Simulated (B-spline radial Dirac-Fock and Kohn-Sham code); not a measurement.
A summary of the ionisation energies of niobium (Z = 41) against charge, from Dirac-Fock energy differences between relaxed states, corrected for Breit and QED terms and from the NIST table. The largest relative steps of the computed values, from charge +5 on, come at Nb⁵⁺ (36 electrons left, 49.37 to 101.7 eV); Nb¹³⁺ (28 electrons left, 267.2 to 483.3 eV); Nb³¹⁺ (10 electrons left, 1684.2 to 4047.6 eV); Nb³⁹⁺ (2 electrons left, 5425.9 to 22646.1 eV). The median of |NIST − computed| / NIST over the 41 ions is 0.68 %.

```tsv
charge	computed (eV)	NIST (eV)
0	5.42	6.75885
2	23.41	25.04
4	49.37	50.5728
6	119.6	119.1
8	157.5	159.2
10	197.7	200.28
12	267.2	268.59
14	533.8	530
16	640.1	636
18	752.9	758
20	872.2	877
22	997.8	1000
24	1241.2	1230.6
26	1361.1	1368
28	1484.6	1488
30	1684.2	1684.97
32	4220.9	4187
34	4576.3	4540
36	4943.5	5011
38	5425.9	5426.066
40	23389.0	23388.85
```
